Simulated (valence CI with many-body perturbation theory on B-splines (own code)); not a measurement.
**Te37+: electric-dipole lines**

Computed by configuration interaction combined with many-body perturbation theory (CI+MBPT): five valence electrons over a frozen Dirac-Fock core [Ne], a basis of 11 s, 11 p, 10 d, 8 f, 5 g, 2 h functions for each j, with the one-electron correlation potential Σ1, the two-electron term Σ2, the three-electron term Σ3, Breit, model QED; selected CI, second order for the rest, scaled by the run's own slope (own B-spline code, finite nucleus).

The last digits are not significant, and no measured levels were compared; by estimate large intervals hold to a few tenths of a per cent, small ones and those within an open d or f shell to about a per cent. Among the levels kept, up to 4700 cm⁻¹ of a level comes from second order outside the variational space, and about a tenth of that is noise between levels of different J, which matters for small intervals.

Lines 1 to 50 of 570 in falling wavelength, among levels below 36.557 Ry, chosen from the strongest by gf and those to the six lowest levels. Wavelengths and rates use the calculated energies. Electric multipoles are in the length gauge, E1 and E2 with the static RPA response of the core. Weak lines are less certain than strong ones. Lines between different terms over intervals too small for the method are left out, as are lines whose strength nearly cancels. Where a level lies close to another of its J and parity, the split of strength between their lines is uncertain. The highest levels of a list are the least certain.

Levels are named by their leading jj configuration (3d3/2^4 stands for four electrons in 3d with j = 3/2), which in mixed levels can hold well under half, so a name can repeat and another be missing. Letters in brackets count levels of one name in rising energy.

| λ vac (Å) | Upper | Lower | A (s⁻¹) | S (a.u.) |
| --- | --- | --- | --- | --- |
| 290.3 | (3s 3p1/2^2 3p3/2^2) J=1/2 | (3s^2 3p3/2^3) J=3/2 | 2.55e+07 | 6.17e-04 |
| 280.8 | (3s 3p1/2^2 3p3/2^2) J=3/2 | (3s^2 3p3/2^3) J=3/2 | 4.75e+07 | 2.07e-03 |
| 183.6 | (3s^2 3p1/2 3p3/2 3d3/2) J=3/2 [a] | (3s^2 3p3/2^3) J=3/2 | 4.22e+07 | 5.16e-04 |
| 160.7 | (3s^2 3p1/2 3p3/2 3d5/2) J=3/2 [a] | (3s^2 3p3/2^3) J=3/2 | 1.95e+08 | 1.59e-03 |
| 160.0 | (3s^2 3p1/2^2 3d3/2) J=3/2 | (3s^2 3p1/2 3p3/2^2) J=5/2 | 3.05e+08 | 2.47e-03 |
| 147.4 | (3s^2 3p1/2 3p3/2 3d5/2) J=5/2 [a] | (3s^2 3p3/2^3) J=3/2 | 8.23e+08 | 7.81e-03 |
| 142.4 | (3s 3p1/2^2 3p3/2^2) J=5/2 | (3s^2 3p1/2 3p3/2^2) J=5/2 | 1.63e+09 | 1.39e-02 |
| 141.8 | (3s 3p1/2^2 3d5/2^2) J=9/2 | (3s^2 3p1/2 3d5/2^2) J=9/2 | 1.94e+09 | 2.73e-02 |
| 140.0 | (3s 3p1/2^2 3p3/2 3d5/2) J=9/2 | (3s^2 3p1/2 3p3/2 3d5/2) J=9/2 | 2.59e+09 | 3.50e-02 |
| 134.2 | (3s^2 3p1/2 3p3/2 3d3/2) J=5/2 [b] | (3s^2 3p3/2^3) J=3/2 | 3.97e+08 | 2.84e-03 |
| 133.5 | (3s 3p1/2^2 3d5/2^2) J=9/2 | (3s 3p1/2 3p3/2^2 3d5/2) J=7/2 [b] | 3.15e+09 | 3.70e-02 |
| 133.3 | (3s 3p1/2^2 3p3/2 3d3/2) J=7/2 | (3s^2 3p1/2 3p3/2 3d3/2) J=7/2 | 3.00e+09 | 2.80e-02 |
| 130.8 | (3s 3p1/2 3p3/2^2 3d5/2) J=9/2 [b] | (3s^2 3p3/2^2 3d5/2) J=7/2 | 2.84e+09 | 3.14e-02 |
| 130.8 | (3s 3p1/2^2 3p3/2^2) J=5/2 | (3s^2 3p1/2 3p3/2^2) J=3/2 | 2.98e+09 | 1.97e-02 |
| 129.2 | (3s^2 3p1/2 3p3/2 3d3/2) J=1/2 [b] | (3s^2 3p3/2^3) J=3/2 | 1.08e+09 | 2.30e-03 |
| 128.4 | (3s 3p1/2^2 3p3/2 3d5/2) J=9/2 | (3s^2 3p1/2 3p3/2 3d5/2) J=7/2 [a] | 6.50e+09 | 6.79e-02 |
| 128.3 | (3s 3p1/2 3p3/2^2 3d5/2) J=11/2 | (3s^2 3p3/2^2 3d5/2) J=9/2 | 7.11e+09 | 8.90e-02 |
| 126.7 | (3s 3p1/2^2 3d3/2^2) J=5/2 | (3s^2 3p1/2 3d3/2^2) J=5/2 | 4.04e+09 | 2.43e-02 |
| 122.8 | (3s 3p1/2 3p3/2^3) J=3/2 [a] | (3s^2 3p3/2^3) J=3/2 | 1.09e+08 | 3.97e-04 |
| 121.2 | (3s 3p1/2^2 3p3/2^2) J=1/2 | (3s^2 3p1/2 3p3/2^2) J=1/2 | 9.32e+09 | 1.64e-02 |
| 117.5 | (3s^2 3p1/2^2 3d5/2) J=5/2 | (3s^2 3p1/2 3p3/2^2) J=5/2 | 1.25e+09 | 5.99e-03 |
| 116.9 | (3s^2 3p1/2 3p3/2 3d5/2) J=1/2 [a] | (3s^2 3p3/2^3) J=3/2 | 1.41e+09 | 2.23e-03 |
| 116.7 | (3s^2 3p1/2 3p3/2 3d5/2) J=5/2 [b] | (3s^2 3p3/2^3) J=3/2 | 1.55e+09 | 7.32e-03 |
| 116.0 | (3s 3p1/2^2 3d5/2^2) J=9/2 | (3s 3p1/2 3p3/2^2 3d5/2) J=11/2 | 4.14e+09 | 3.19e-02 |
| 115.3 | (3s 3p1/2^2 3p3/2 3d5/2) J=3/2 [a] | (3s^2 3p1/2 3p3/2 3d5/2) J=5/2 [a] | 1.03e+10 | 3.11e-02 |
| 114.3 | (3s 3p1/2^2 3p3/2 3d5/2) J=5/2 [b] | (3s^2 3p1/2 3p3/2 3d5/2) J=7/2 [b] | 6.27e+09 | 2.77e-02 |
| 111.3 | (3s 3p1/2^2 3p3/2 3d5/2) J=5/2 [a] | (3s^2 3p1/2 3p3/2 3d5/2) J=3/2 [a] | 5.47e+09 | 2.23e-02 |
| 111.0 | (3s 3p1/2^2 3d5/2^2) J=9/2 | (3s 3p1/2 3p3/2^2 3d5/2) J=9/2 [b] | 3.88e+09 | 2.62e-02 |
| 110.9 | (3s 3p1/2 3p3/2^2 3d5/2) J=5/2 [g] | (3s^2 3p3/2^2 3d5/2) J=5/2 [b] | 5.66e+09 | 2.29e-02 |
| 109.6 | (3s^2 3p1/2 3p3/2 3d5/2) J=3/2 [b] | (3s^2 3p3/2^3) J=3/2 | 1.96e+08 | 5.09e-04 |
| 109.4 | (3s^2 3p1/2^2 3d5/2) J=5/2 | (3s^2 3p1/2 3p3/2^2) J=3/2 | 2.21e+09 | 8.59e-03 |
| 109.4 | (3s 3p1/2^2 3p3/2^2) J=3/2 | (3s^2 3p1/2 3p3/2^2) J=5/2 | 9.69e+09 | 2.51e-02 |
| 108.3 | (3s^2 3p1/2 3p3/2 3d5/2) J=5/2 [c] | (3s^2 3p3/2^3) J=3/2 | 2.94e+09 | 1.11e-02 |
| 107.5 | (3s 3p1/2^2 3d5/2^2) J=7/2 | (3s 3p1/2 3p3/2^2 3d5/2) J=9/2 [b] | 1.14e+10 | 5.56e-02 |
| 106.7 | (3s 3p1/2^2 3d3/2 3d5/2) J=7/2 [b] | (3s 3p1/2 3p3/2^2 3d3/2) J=9/2 | 1.66e+10 | 7.99e-02 |
| 106.0 | (3s 3p1/2^2 3p3/2 3d5/2) J=7/2 [b] | (3s^2 3p1/2 3p3/2 3d5/2) J=9/2 | 1.01e+10 | 4.77e-02 |
| 105.7 | (3s 3p1/2^2 3p3/2 3d3/2) J=5/2 [b] | (3s^2 3p1/2 3p3/2 3d3/2) J=7/2 | 1.07e+10 | 3.75e-02 |
| 104.4 | (3s 3p1/2^2 3d3/2 3d5/2) J=5/2 [c] | (3s^2 3p1/2 3d3/2 3d5/2) J=7/2 | 1.12e+10 | 3.76e-02 |
| 104.1 | (3s^2 3p1/2 3d5/2^2) J=9/2 | (3s^2 3p3/2^2 3d5/2) J=7/2 | 3.46e+09 | 1.93e-02 |
| 102.4 | (3s 3p1/2^2 3p3/2^2) J=3/2 | (3s^2 3p1/2 3p3/2^2) J=3/2 | 4.26e+09 | 9.02e-03 |
| 100.6 | (3s 3p1/2 3p3/2^3) J=3/2 [b] | (3s^2 3p3/2^3) J=3/2 | 8.34e+09 | 1.67e-02 |
| 99.20 | (3s 3p1/2 3p3/2^2 3d5/2) J=9/2 [c] | (3s^2 3p3/2^2 3d5/2) J=9/2 | 6.48e+09 | 3.12e-02 |
| 98.16 | (3s 3p1/2^2 3d5/2^2) J=9/2 | (3s 3p1/2 3p3/2^2 3d5/2) J=7/2 [a] | 5.28e+09 | 2.46e-02 |
| 97.37 | (3s^2 3p1/2 3p3/2 3d5/2) J=1/2 [b] | (3s^2 3p3/2^3) J=3/2 | 4.02e+09 | 3.66e-03 |
| 95.37 | (3s 3p1/2^2 3d5/2^2) J=7/2 | (3s 3p1/2 3p3/2^2 3d5/2) J=7/2 [a] | 1.15e+10 | 3.94e-02 |
| 91.01 | (3s^2 3p1/2 3p3/2 3d3/2) J=5/2 [a] | (3s^2 3p1/2 3p3/2^2) J=5/2 | 5.10e+08 | 1.14e-03 |
| 90.69 | (3s^2 3p1/2 3p3/2 3d3/2) J=3/2 [a] | (3s^2 3p1/2 3p3/2^2) J=5/2 | 9.06e+08 | 1.33e-03 |
| 86.41 | (3s^2 3p1/2 3p3/2 3d3/2) J=7/2 | (3s^2 3p1/2 3p3/2^2) J=5/2 | 9.00e+07 | 2.29e-04 |
| 86.16 | (3s^2 3p1/2^2 3d3/2) J=3/2 | (3s^2 3p1/2^2 3p3/2) J=3/2 | 6.92e+08 | 8.73e-04 |
| 86.11 | (3s^2 3p1/2 3p3/2 3d3/2) J=5/2 [a] | (3s^2 3p1/2 3p3/2^2) J=3/2 | 8.97e+07 | 1.70e-04 |
